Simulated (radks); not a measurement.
The numbers below are computed, except where a source is named.
Q: These are the eigenvalues of the occupied orbitals of an atom or ion with whole-number occupations (eV). Level of theory: non-relativistic Kohn-Sham, LDA (Slater exchange, Perdew-Wang correlation), spin-unpolarised, spherical densities, point nucleus (a radial shooting solver on a logarithmic mesh with Libxc functionals).

| orbital | eigenvalue |
|---|---|
| 1s | -447.3068 |
| 2s | -67.7509 |

Which element is it, and in what charge state? The configuration may be excited.

A: Z = 7, nitrogen, charge +3: N3+ in [He] 2s2. The 1s level, -16.438 hartree, gives Z - s = 5.7 by -(Z - s)^2/2, which with screening narrows Z to a few neighbours, and the depths must fix Z and the occupations together.
